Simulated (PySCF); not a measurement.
Structure from NMR data

An unknown has the formula C6H5F. Its calculated NMR data are:

1H NMR (400 MHz, computed): δ 2.26 (d, J = 3.0 Hz, 2H), 1.90 (d, J = 4.3 Hz, 1H), 1.08 (dtd, J = 5.9, 3.0, 1.8 Hz, 1H), 0.47 (dd, J = 3.7, 1.8 Hz, 1H).

13C{1H} NMR (computed): δ 83.2 (C, d, J = 257.3 Hz), 82.7 (CH, d, J = 8.0 Hz), 82.1 (C, d, J = 41.7 Hz), 15.4 (CH2), 11.1 (CH, d, J = 14.5 Hz, 2C).

- B3LYP/pcJ-1 coupling constants (spin–dipole term only in couplings to heteroatoms)
- shieldings: GIAO PBE0/pcSseg-1
- geometry: GFN2-xTB
- code: PySCF 2.14
- fast rotation and ring inversion assumed for equivalent nuclei, in vacuum, single conformer, relativity neglected

References, each an isolated molecule treated in the same way: 1H, 13C against TMS.

Propose a structure and justify it.

## Answers


The formula gives 4 degrees of unsaturation (2 rings in the answer). 5 carbon signals for 6 carbons: some carbons are equivalent by symmetry or fast rotation. Carbon types of the structure: 2 × C, 3 × CH, 1 × CH2, which accounts for all hydrogens. δC 83.2, 15.4, 11.1: three-membered-ring carbon. δC 82.7: terminal alkyne carbon; sp carbons lie upfield of alkene carbons because the cylindrical π system leaves one tensor component strongly shielded. δC 82.1: alkyne carbon; the triple bond shields along its axis, which puts it between sp3 and sp2 carbons. δH 2.26, 1.08, 0.47: hydrogen on a three-membered-ring carbon. δH 1.90: hydrogen on a terminal alkyne carbon; it lies on the axis of the triple bond, in its shielding cone.

The compound is `[C@@H]12[C@@](C#C)(F)[C@@H]1C2`.

This is the structure that produced the data.

Common functionals overestimate the size of one-bond C–F couplings by tens of Hz; these are unscaled. Splittings below 1 Hz are ignored in the labels, and close J values are merged. Unscaled 3J(H,H) at this level run about 10 % above measured values. Shifts are as computed. Against solution values, carbons near 30 ppm lie about +3 ppm off and those near 130 ppm about +5 ppm. Of 1309 compounds with measured shifts, 239 miss one by over three times the rms of a fit or turn the order of signals round; such compounds aren't used in these exercises.
